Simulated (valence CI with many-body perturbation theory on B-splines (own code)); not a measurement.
## E1 transitions of Eu48+

Computed by configuration interaction combined with many-body perturbation theory (CI+MBPT): five valence electrons over a frozen Dirac-Fock core [Ne], a basis of 11 s, 11 p, 10 d, 8 f, 5 g, 2 h functions for each j, with the one-electron correlation potential Σ1 (screened to all orders), the two-electron term Σ2, the three-electron term Σ3, Breit, model QED; selected single and double excitations, second order for the rest, scaled by the run's own slope (own B-spline code, finite nucleus).

No measured spectrum was set against this ion. As an estimate, large intervals hold to a few tenths of a per cent, small ones and those within an open d or f shell to about a per cent. Among the levels kept, up to 3300 cm⁻¹ of a level comes from second order outside the variational space, and about a tenth of that is noise between levels of different J, which matters for small intervals.

Lines 151 to 200 of 582 in falling wavelength, among levels below 821.56 eV, chosen from the strongest by gf and those to the six lowest levels. Wavelengths and rates use the calculated energies. Electric multipoles are in the length gauge, E1 and E2 with the static RPA response of the core. Weak lines are less certain than strong ones. Lines between different terms over intervals too small for the method are left out, as are lines whose strength nearly cancels. The highest levels of a list are the least certain.

Levels are named by their leading jj configuration (3d3/2^4 stands for four electrons in 3d with j = 3/2), which in mixed levels can hold well under half, so a name can repeat and another be missing. Letters in brackets count levels of one name in rising energy.

```csv
λ vac (Å),Upper,Lower,A (s⁻¹),S (a.u.) with core polarisation,S without
51.89,(3s 3p1/2 3p3/2^2 3d5/2) J=5/2 [d],(3s 3p1/2 3p3/2^3) J=5/2,3.55e+10,1.47e-02,1.49e-02
51.87,(3s^2 3p1/2 3d3/2 3d5/2) J=5/2 [a],(3s^2 3p1/2 3p3/2 3d3/2) J=5/2 [a],4.94e+10,2.04e-02,2.07e-02
51.84,(3s^2 3p3/2 3d3/2 3d5/2) J=5/2 [c],(3s^2 3p3/2^2 3d5/2) J=7/2,1.96e+10,8.09e-03,8.21e-03
51.82,(3s 3p1/2 3p3/2^2 3d3/2) J=9/2,(3s^2 3p1/2 3p3/2 3d5/2) J=7/2 [b],2.42e+10,1.66e-02,1.69e-02
51.81,(3s 3p1/2 3p3/2^2 3d5/2) J=3/2 [a],(3s 3p1/2 3p3/2^3) J=3/2 [a],4.60e+10,1.26e-02,1.28e-02
51.78,(3s 3p1/2 3p3/2^2 3d5/2) J=1/2 [c],(3s 3p1/2 3p3/2^3) J=1/2,1.12e+11,1.53e-02,1.55e-02
51.73,(3s^2 3p3/2 3d3/2 3d5/2) J=1/2 [b],(3s^2 3p3/2^2 3d5/2) J=1/2,8.67e+10,1.19e-02,1.20e-02
51.69,(3s 3p1/2 3p3/2^2 3d5/2) J=3/2 [d],(3s 3p1/2 3p3/2^3) J=3/2 [b],1.28e+11,3.48e-02,3.53e-02
51.69,(3s^2 3p3/2 3d3/2 3d5/2) J=9/2 [b],(3s^2 3p3/2^2 3d5/2) J=7/2,2.33e+10,1.59e-02,1.61e-02
51.67,(3s 3p1/2^2 3d5/2^2) J=5/2,(3s 3p1/2^2 3p3/2 3d5/2) J=7/2 [a],3.11e+10,1.27e-02,1.29e-02
51.66,(3s 3p1/2^2 3d5/2^2) J=5/2,(3s 3p1/2^2 3p3/2 3d5/2) J=3/2 [a],2.43e+10,9.93e-03,1.01e-02
51.60,(3s 3p1/2^2 3p3/2 3d3/2) J=3/2 [a],(3s^2 3p1/2^2 3d5/2) J=5/2,3.64e+08,9.86e-05,1.00e-04
51.58,(3s^2 3p1/2 3d5/2^2) J=9/2,(3s^2 3p1/2 3p3/2 3d5/2) J=9/2,3.46e+10,2.35e-02,2.38e-02
51.46,(3s^2 3p1/2 3p3/2 3d5/2) J=1/2,(3s^2 3p1/2 3p3/2^2) J=1/2,1.83e+11,2.46e-02,2.50e-02
51.44,(3s 3p1/2^2 3p3/2 3d5/2) J=7/2 [a],(3s 3p1/2^2 3p3/2^2) J=5/2,1.32e+11,7.10e-02,7.21e-02
51.41,(3s 3p1/2^2 3p3/2 3d5/2) J=5/2 [b],(3s 3p1/2^2 3p3/2^2) J=3/2,2.16e+11,8.70e-02,8.83e-02
51.38,(3s 3p1/2^2 3d3/2 3d5/2) J=5/2 [a],(3s 3p1/2^2 3p3/2 3d3/2) J=3/2 [a],8.88e+10,3.57e-02,3.62e-02
51.35,(3s^2 3p3/2 3d5/2^2) J=7/2 [a],(3s^2 3p3/2^2 3d5/2) J=9/2,4.42e+10,2.36e-02,2.40e-02
51.30,(3s^2 3p1/2 3d3/2 3d5/2) J=3/2 [a],(3s^2 3p1/2 3p3/2 3d3/2) J=1/2 [a],3.49e+10,9.30e-03,9.44e-03
51.30,(3s^2 3p1/2 3d3/2 3d5/2) J=1/2,(3s^2 3p1/2 3p3/2 3d3/2) J=1/2 [a],8.97e+10,1.19e-02,1.21e-02
51.25,(3s^2 3p1/2 3d3/2 3d5/2) J=3/2 [a],(3s^2 3p1/2 3p3/2 3d3/2) J=3/2 [a],6.62e+10,1.76e-02,1.78e-02
51.12,(3s 3p1/2^2 3p3/2 3d5/2) J=3/2 [b],(3s 3p1/2^2 3p3/2^2) J=1/2,9.65e+10,2.55e-02,2.58e-02
51.03,(3s 3p1/2 3p3/2^2 3d5/2) J=5/2 [c],(3s 3p1/2 3p3/2^3) J=3/2 [a],3.74e+10,1.47e-02,1.50e-02
50.94,(3s^2 3p3/2 3d5/2^2) J=7/2 [a],(3s^2 3p3/2^2 3d5/2) J=7/2,3.72e+10,1.94e-02,1.97e-02
50.88,(3s^2 3p1/2 3p3/2 3d5/2) J=7/2 [b],(3s^2 3p1/2 3p3/2^2) J=5/2,2.31e+11,1.20e-01,1.22e-01
50.76,(3s^2 3p3/2 3d3/2 3d5/2) J=1/2 [b],(3s^2 3p3/2^2 3d3/2) J=3/2 [b],1.70e+11,2.19e-02,2.23e-02
50.70,(3s 3p1/2^2 3d3/2 3d5/2) J=3/2 [a],(3s 3p1/2^2 3p3/2 3d3/2) J=1/2 [a],8.61e+10,2.21e-02,2.25e-02
50.68,(3s^2 3p1/2 3p3/2 3d5/2) J=5/2 [b],(3s^2 3p1/2 3p3/2^2) J=5/2,4.92e+10,1.90e-02,1.93e-02
50.63,(3s 3p1/2^2 3d5/2^2) J=1/2,(3s 3p1/2^2 3p3/2 3d5/2) J=1/2,5.59e+10,7.16e-03,7.26e-03
50.62,(3s 3p1/2 3p3/2^2 3d5/2) J=5/2 [e],(3s 3p1/2 3p3/2^3) J=5/2,6.55e+10,2.52e-02,2.56e-02
50.58,(3s 3p1/2 3p3/2^2 3d5/2) J=7/2 [d],(3s 3p1/2 3p3/2^3) J=5/2,2.40e+10,1.23e-02,1.25e-02
50.44,(3s 3p1/2^2 3p3/2 3d3/2) J=7/2,(3s^2 3p1/2^2 3d5/2) J=5/2,5.49e+09,2.78e-03,2.83e-03
50.43,(3s 3p1/2^2 3d3/2 3d5/2) J=3/2 [a],(3s 3p1/2^2 3p3/2 3d3/2) J=3/2 [a],3.10e+10,7.85e-03,7.96e-03
50.42,(3s^2 3p3/2 3d5/2^2) J=9/2,(3s^2 3p3/2^2 3d5/2) J=9/2,1.45e+11,9.16e-02,9.30e-02
50.31,(3s^2 3p3/2 3d3/2 3d5/2) J=7/2 [c],(3s^2 3p3/2^2 3d3/2) J=7/2,2.96e+10,1.49e-02,1.51e-02
50.29,(3s 3p1/2 3p3/2^2 3d3/2) J=1/2 [b],(3s^2 3p1/2 3p3/2 3d5/2) J=3/2 [b],6.75e+10,8.47e-03,8.60e-03
50.28,(3s 3p1/2^2 3d3/2 3d5/2) J=9/2,(3s 3p1/2^2 3p3/2 3d3/2) J=7/2,1.42e+11,8.88e-02,9.01e-02
50.24,(3s^2 3p3/2 3d3/2 3d5/2) J=5/2 [d],(3s^2 3p3/2^2 3d3/2) J=3/2 [b],1.89e+11,7.10e-02,7.21e-02
50.16,(3s^2 3p3/2 3d5/2^2) J=3/2,(3s^2 3p3/2^2 3d5/2) J=5/2 [a],2.01e+11,5.00e-02,5.08e-02
50.16,(3s^2 3p3/2 3d3/2 3d5/2) J=7/2 [c],(3s^2 3p3/2^2 3d3/2) J=5/2,2.92e+11,1.45e-01,1.48e-01
50.15,(3s^2 3p3/2 3d5/2^2) J=5/2 [a],(3s^2 3p3/2^2 3d3/2) J=3/2 [a],4.64e+10,1.73e-02,1.76e-02
50.08,(3s 3p1/2 3p3/2^2 3d5/2) J=5/2 [g],(3s 3p1/2 3p3/2^3) J=3/2 [b],3.17e+11,1.18e-01,1.20e-01
50.02,(3s^2 3p3/2 3d5/2^2) J=9/2,(3s^2 3p3/2^2 3d5/2) J=7/2,1.64e+11,1.01e-01,1.03e-01
49.99,(3s 3p1/2^2 3d5/2^2) J=5/2,(3s 3p1/2^2 3p3/2 3d5/2) J=5/2 [a],1.38e+11,5.12e-02,5.20e-02
49.93,(3s^2 3p1/2 3d5/2^2) J=5/2,(3s^2 3p1/2 3p3/2 3d5/2) J=5/2 [a],1.53e+11,5.63e-02,5.72e-02
49.86,(3s 3p1/2 3p3/2^2 3d5/2) J=7/2 [e],(3s 3p1/2 3p3/2^3) J=5/2,2.48e+11,1.21e-01,1.23e-01
49.83,(3s^2 3p3/2 3d5/2^2) J=7/2 [b],(3s^2 3p3/2^2 3d5/2) J=5/2 [a],2.10e+10,1.03e-02,1.04e-02
49.80,(3s^2 3p1/2 3d5/2^2) J=3/2,(3s^2 3p1/2 3p3/2 3d5/2) J=5/2 [a],3.30e+10,8.04e-03,8.16e-03
49.76,(3s^2 3p1/2 3d5/2^2) J=7/2,(3s^2 3p1/2 3p3/2 3d5/2) J=7/2 [a],2.61e+10,1.27e-02,1.29e-02
49.75,(3s^2 3p3/2 3d5/2^2) J=5/2 [b],(3s^2 3p3/2^2 3d5/2) J=5/2 [a],1.79e+11,6.52e-02,6.62e-02
```
